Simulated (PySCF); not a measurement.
BrCdHS, SMILES [SH][Cd][Br].

Coordinates come from a PBE0-D3(BJ)/def2-TZVP optimisation. The def2 effective core potentials stand for the cores of Cd; spin–orbit coupling is left out. Other conformers were not sampled.

Computed with PBE0-D3(BJ)/def2-TZVP run with PySCF.

Frequencies are harmonic and unscaled.

Computed harmonic wavenumbers and intensities:
```csv
mode,ν (cm⁻¹),IR (km/mol),moving atoms (share of kinetic energy)
1,73,6.4,"Cd 45 %, S 37 %, Br 15 %"
2,76,5.9,"Cd 45 %, S 39 %, Br 15 %"
3,239,7.1,"Br 60 %, S 24 %, Cd 15 %"
4,375,35.4,"S 58 %, Cd 35 %"
5,659,2.3,H 95 %
6,2705,1.8,H 97 %
```
